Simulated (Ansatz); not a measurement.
Job for Ansatz (a quantum-chemistry and plane-wave program): U-B2PLYP/def2-TZVPP on CH (SMILES [CH]), 2S+1 = 4, a spin state set in the input, which need not be the lowest.

Ansatz 0.2 input:
```yaml
crystal:
  periodic: [false, false, false]
  atoms:
    - {symbol: C, position_ang: [-0.00000000, -0.00000000, -0.15625742]}
    - {symbol: H, position_ang: [0.00000000, 0.00000000, 0.93754450]}
basis:
  gaussian:
    orbitals: def2-TZVPP
hamiltonian:
  xc: {name: B2PLYP}
magnetization: {spin_polarized: true, initial_magnetization: 3}
correlation: {electrons: outside_noble_gas}
```

**Question.** Give the final energy of this run.

**Answer.** -38.4281 hartree.
